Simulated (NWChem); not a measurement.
System: C4H4ClF; SMILES C=C/C(F)=C/Cl

Excerpt of the output:

```
             Northwest Computational Chemistry Package (NWChem) 7.3.0
             --------------------------------------------------------

 CS  symmetry detected

                             Geometry "geometry" -> ""
                             -------------------------

 Output coordinates in angstroms (scale by  1.889725989 to convert to a.u.)

  No.       Tag          Charge          X              Y              Z
 ---- ---------------- ---------- -------------- -------------- --------------
    1 C                    6.0000    -0.00253813     2.92713054     0.00000000
    2 C                    6.0000    -0.68783218     1.76225078     0.00000000
    3 C                    6.0000    -0.05847268     0.45332610     0.00000000
    4 F                    9.0000     1.28537672     0.44423186     0.00000000
    5 C                    6.0000    -0.74366293    -0.71967862     0.00000000
    6 Cl                  17.0000     0.02628814    -2.25849954     0.00000000
    7 H                    1.0000     1.09765377     2.93616230     0.00000000
    8 H                    1.0000    -0.52598549     3.89383773     0.00000000
    9 H                    1.0000    -1.78995092     1.75716411     0.00000000
   10 H                    1.0000    -1.84197072    -0.72893150     0.00000000

 Effective nuclear repulsion energy (a.u.)     261.1079108448

      Symmetry information
      --------------------

 Group name             Cs
 Group number              2
 Group order               2
 No. of unique centers    10

                                 NWChem DFT Module
                                 -----------------

 Summary of "ao basis" -> "ao basis" (spherical)
 ------------------------------------------------------------------------------
       Tag                 Description            Shells   Functions and Types
 ---------------- ------------------------------  ------  ---------------------
 C                          cc-pvdz                  6       14   3s2p1d
 F                          cc-pvdz                  6       14   3s2p1d
 Cl                         cc-pvdz                  8       18   4s3p1d
 H                          cc-pvdz                  3        5   2s1p

      Symmetry analysis of basis
      --------------------------

        a'         79
        a"         29

            General Information
            -------------------
          SCF calculation type: DFT
          Wavefunction type:  closed shell.
          No. of atoms     :    10
          No. of electrons :    54
           Alpha electrons :    27
            Beta electrons :    27
          Charge           :     0
          Spin multiplicity:     1
          Use of symmetry is: on ; symmetry adaption is: on
          Maximum number of iterations: 150
          AO basis - number of functions:   108
                     number of shells:    50
          Convergence on energy requested:  1.00D-06
          Convergence on density requested:  1.00D-05
          Convergence on gradient requested:  5.00D-04

              XC Information
              --------------
                  TPSS metaGGA Exchange Functional  1.000
             TPSS03 metaGGA Correlation Functional  1.000

             Grid Information
             ----------------
          Grid used for XC integration:  medium
          Radial quadrature: Mura-Knowles
          Angular quadrature: Lebedev.
          Tag              B.-S. Rad. Rad. Pts. Rad. Cut. Ang. Pts.
          ---              ---------- --------- --------- ---------
          C                   0.70       49          12.0       434
          F                   0.50       49          10.0       434
          Cl                  1.00       88          14.0       590
          H                   0.35       45          13.0       434
          Grid pruning is: on
          Number of quadrature shells:   513
          Spatial weights used:  Erf1

      Superposition of Atomic Density Guess
      -------------------------------------

 Sum of atomic energies:        -711.52061310

      Non-variational initial energy
      ------------------------------

 Total energy =    -714.305111
 1-e energy   =   -1497.435539
 2-e energy   =     522.022517
 HOMO         =      -0.228002
 LUMO         =      -0.022774

      Symmetry analysis of molecular orbitals - initial
      -------------------------------------------------

  Numbering of irreducible representations:

     1 a'          2 a"

  Orbital symmetries:

     1 a'          2 a'          3 a'          4 a'          5 a'
     6 a'          7 a'          8 a'          9 a'         10 a"
    11 a'         12 a'         13 a'         14 a'         15 a'
    16 a'         17 a'         18 a"         19 a'         20 a'
    21 a'         22 a"         23 a'         24 a'         25 a'
    26 a"         27 a"         28 a"         29 a'         30 a'
    31 a"         32 a'         33 a'         34 a'         35 a'
    36 a'         37 a'

     ---------------------------------------------
      Total Density - Mulliken Population Analysis
     ---------------------------------------------

    Atom       Charge   Shell Charges
 -----------   ------   -------------------------------------------------------
    1 C    6     6.18   2.00  0.74  0.46  1.97  0.98  0.04
    2 C    6     6.16   2.00  0.73  0.52  1.93  0.91  0.07
    3 C    6     5.47   2.00  0.71  0.43  1.66  0.54  0.13
    4 F    9     9.35   2.00  0.91  0.99  3.42  2.03  0.00
    5 C    6     6.05   2.00  0.72  0.55  1.77  0.94  0.07
    6 Cl  17    17.15   2.00  2.01  0.95  0.95  6.00  3.07  2.15  0.03
    7 H    1     0.91   0.67  0.21  0.03
    8 H    1     0.91   0.67  0.20  0.03
    9 H    1     0.92   0.67  0.22  0.03
   10 H    1     0.89   0.66  0.20  0.03

   convergence    iter        energy       DeltaE   RMS-Dens  Diis-err
 ---------------- ----- ----------------- --------- --------- ---------
 d= 0,ls=0.0,diis     1   -714.8106000486 -9.76D+02  1.58D-02  7.61D-01
 d= 0,ls=0.0,diis     2   -714.6388705654  1.72D-01  1.14D-02  2.35D+00
 d= 0,ls=0.0,diis     3   -714.8817482096 -2.43D-01  4.41D-03  1.77D-01
 d= 0,ls=0.0,diis     4   -714.8905383376 -8.79D-03  2.47D-03  9.20D-02
 d= 0,ls=0.0,diis     5   -714.9043779245 -1.38D-02  5.58D-04  4.97D-03
  Resetting Diis
 d= 0,ls=0.0,diis     6   -714.9049714581 -5.94D-04  1.69D-04  6.25D-04
 d= 0,ls=0.0,diis     7   -714.9050464453 -7.50D-05  1.47D-04  5.48D-05
 d= 0,ls=0.0,diis     8   -714.9050125745  3.39D-05  1.03D-04  2.94D-04
 d= 0,ls=0.0,diis     9   -714.9050539081 -4.13D-05  1.28D-05  2.91D-06
 d= 0,ls=0.0,diis    10   -714.9050542046 -2.96D-07  5.51D-06  5.18D-07

         Total DFT energy =     -714.905054204619
      One electron energy =    -1500.847025975307
           Coulomb energy =      586.753007767544
    Exchange-Corr. energy =      -61.918946841622
 Nuclear repulsion energy =      261.107910844765

 Numeric. integr. density =       53.999998663159

                  Occupations of the irreducible representations
                  ----------------------------------------------

                     irrep           alpha         beta
                     --------     --------     --------
                     a'               22.0         22.0
                     a"                5.0          5.0

                       DFT Final Molecular Orbital Analysis
                       ------------------------------------

 Vector   25  Occ=2.000000D+00  E=-2.805798D-01  Symmetry=a'
              MO Center= -7.9D-02, -2.0D+00, -1.2D-16, r^2= 1.8D+00
   Bfn.  Coefficient  Atom+Function         Bfn.  Coefficient  Atom+Function
  ----- ------------  ---------------      ----- ------------  ---------------
    78      0.542490   6 Cl px               81      0.417504   6 Cl px
    79      0.257344   6 Cl py               82      0.206379   6 Cl py
   104      0.143782  10 H  s                31     -0.121315   3 C  s
    33      0.118697   3 C  py               60     -0.114352   5 C  px
   105      0.082225  10 H  s                61     -0.048263   5 C  py

 Vector   26  Occ=2.000000D+00  E=-2.794984D-01  Symmetry=a"
              MO Center= -1.6D-01,  1.3D+00,  1.9D-16, r^2= 3.7D+00
   Bfn.  Coefficient  Atom+Function         Bfn.  Coefficient  Atom+Function
  ----- ------------  ---------------      ----- ------------  ---------------
    20      0.379885   2 C  pz                6      0.291159   1 C  pz
    48     -0.246665   4 F  pz               23      0.244502   2 C  pz
    80     -0.220709   6 Cl pz               34      0.197831   3 C  pz
    83     -0.181841   6 Cl pz               51     -0.175405   4 F  pz
     9      0.164744   1 C  pz               37      0.075458   3 C  pz

 Vector   27  Occ=2.000000D+00  E=-2.062001D-01  Symmetry=a"
              MO Center= -2.1D-01,  2.6D-01,  4.4D-15, r^2= 4.7D+00
   Bfn.  Coefficient  Atom+Function         Bfn.  Coefficient  Atom+Function
  ----- ------------  ---------------      ----- ------------  ---------------
    62      0.348628   5 C  pz                6     -0.292958   1 C  pz
    80     -0.291780   6 Cl pz               34      0.283250   3 C  pz
    83     -0.274427   6 Cl pz               65      0.266562   5 C  pz
     9     -0.231978   1 C  pz               48     -0.168679   4 F  pz
    20     -0.154677   2 C  pz               37      0.141069   3 C  pz

 Vector   28  Occ=0.000000D+00  E=-7.075064D-02  Symmetry=a"
              MO Center= -3.1D-01,  1.1D+00,  2.6D-15, r^2= 4.4D+00
   Bfn.  Coefficient  Atom+Function         Bfn.  Coefficient  Atom+Function
  ----- ------------  ---------------      ----- ------------  ---------------
     9      0.435355   1 C  pz               65      0.389448   5 C  pz
     6      0.379653   1 C  pz               62      0.372363   5 C  pz
    23     -0.299928   2 C  pz               20     -0.268693   2 C  pz
    34     -0.266349   3 C  pz               37     -0.232603   3 C  pz
    83     -0.172528   6 Cl pz               80     -0.144957   6 Cl pz

 Vector   29  Occ=0.000000D+00  E= 8.830218D-03  Symmetry=a'
              MO Center= -2.1D-01, -1.2D+00, -2.2D-16, r^2= 3.7D+00
   Bfn.  Coefficient  Atom+Function         Bfn.  Coefficient  Atom+Function
  ----- ------------  ---------------      ----- ------------  ---------------
    59      0.878460   5 C  s                82     -0.721622   6 Cl py
    74     -0.708374   6 Cl s                64     -0.606889   5 C  py
    61     -0.379769   5 C  py                3     -0.369757   1 C  s
    81      0.356984   6 Cl px               79     -0.342085   6 Cl py
    63      0.295409   5 C  px               95      0.226723   8 H  s

 Vector   30  Occ=0.000000D+00  E= 3.716139D-02  Symmetry=a"
              MO Center= -3.4D-01,  1.0D+00, -5.4D-16, r^2= 3.2D+00
   Bfn.  Coefficient  Atom+Function         Bfn.  Coefficient  Atom+Function
  ----- ------------  ---------------      ----- ------------  ---------------
    23      0.627553   2 C  pz               37     -0.618284   3 C  pz
    34     -0.486250   3 C  pz               65      0.431920   5 C  pz
     9     -0.413229   1 C  pz               20      0.395161   2 C  pz
    62      0.233181   5 C  pz                6     -0.224600   1 C  pz
    48      0.176452   4 F  pz               51      0.171558   4 F  pz

     ---------------------------------------------
      Total Density - Mulliken Population Analysis
     ---------------------------------------------

    Atom       Charge   Shell Charges
 -----------   ------   -------------------------------------------------------
    1 C    6     5.99   2.01  0.68  0.40  2.04  0.82  0.04
    2 C    6     6.10   2.01  0.68  0.50  2.08  0.77  0.07
    3 C    6     5.73   2.01  0.70  0.39  2.01  0.47  0.15
    4 F    9     9.14   2.01  0.91  0.99  3.33  1.90  0.01
    5 C    6     6.16   2.01  0.68  0.54  2.04  0.81  0.07
    6 Cl  17    17.04   2.00  2.03  0.96  0.95  6.00  3.08  1.98  0.04
    7 H    1     0.96   0.75  0.18  0.03
    8 H    1     0.96   0.75  0.18  0.03
    9 H    1     0.99   0.76  0.20  0.03
   10 H    1     0.94   0.75  0.16  0.03

     -------------------------------------------
      Total Density - Lowdin Population Analysis
     -------------------------------------------

    Atom       Charge   Shell Charges
 -----------   ------   -------------------------------------------------------
    1 C    6     6.03   1.88  0.59  0.40  1.82  1.21  0.14
    2 C    6     6.06   1.87  0.58  0.38  1.85  1.17  0.20
    3 C    6     6.07   1.88  0.60  0.37  1.81  1.03  0.38
    4 F    9     8.93   1.92  0.93  0.83  3.18  2.05  0.01
    5 C    6     6.20   1.88  0.60  0.42  1.84  1.25  0.21
    6 Cl  17    16.85   2.00  1.79  1.04  0.90  5.97  2.94  2.16  0.05
    7 H    1     0.97   0.61  0.27  0.08
    8 H    1     0.97   0.62  0.27  0.08
    9 H    1     0.96   0.62  0.27  0.08
   10 H    1     0.97   0.62  0.27  0.09

     Multipole analysis of the density
     ---------------------------------

     L   x y z        total         alpha         beta         nuclear
     -   - - -        -----         -----         ----         -------
     0   0 0 0     -0.000000    -27.000000    -27.000000     54.000000

     1   1 0 0     -0.591650     -0.295825     -0.295825      0.000000
     1   0 1 0      0.542798      0.271399      0.271399     -0.000000
     1   0 0 1     -0.000000     -0.000000     -0.000000      0.000000

     2   2 0 0    -28.620942    -66.335900    -66.335900    104.050857
     2   1 1 0     -0.308255      1.208731      1.208731     -2.725716
     2   1 0 1     -0.000000     -0.000000     -0.000000      0.000000
     2   0 2 0    -28.716272   -354.099171   -354.099171    679.482069
     2   0 1 1     -0.000000     -0.000000     -0.000000      0.000000
     2   0 0 2    -32.060032    -16.030016    -16.030016      0.000000
```

Level: TPSS/cc-pVDZ. Geometry: optimised at PBE-D3(BJ)/def2-SVP.

**Question.** Write an input that gives this output.

**Answer.** Several could match; the one computed here: the input that was run:
```
start job
memory heap 200 mb stack 900 mb global 1100 mb
geometry units angstroms noautoz
  C      0.003674     2.916887     0.000000
  C     -0.682165     1.752328     0.000000
  C     -0.053418     0.443109     0.000000
  F      1.290427     0.433386     0.000000
  C     -0.739157    -0.729575     0.000000
  Cl     0.030074    -2.268756     0.000000
  H      1.103870     2.925404     0.000000
  H     -0.519321     3.883839     0.000000
  H     -1.784286     1.747757     0.000000
  H     -1.837469    -0.738314     0.000000
end
basis spherical
  * library cc-pvdz
end
dft
  xc xtpss03 ctpss03
  iterations 150
  mulliken
end
task dft energy
```
